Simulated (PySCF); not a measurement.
CH₉ClOSi₃, SMILES C[Si@@H](Cl)[SiH2][SiH2]O.

The structure is a stationary point at PBE0-D3(BJ)/def2-SVP. The structure was generated by enumeration; whether it is a known compound was not checked. One conformer was computed; it need not be the lowest.

Two levels are set side by side: PBE/def2-TZVP (PySCF) and r2SCAN/def2-TZVP (PySCF). Same geometry, gas phase. Differences are taken from unrounded values.

| quantity | r2SCAN | PBE | PBE minus r2SCAN |
|---|---|---|---|
| orbital gap (eV) | 5.71 | 5.17 | -0.55 |
| highest occupied level (eV) | -6.83 | -6.56 | 0.26 |
| lowest empty level (eV) | -1.11 | -1.40 | -0.29 |
| dipole moment (D) | 0.62 | 0.57 | -0.04 |

Rough cost on one machine, each run with all the roots and properties that it gave: r2SCAN against PBE within a factor of 2.
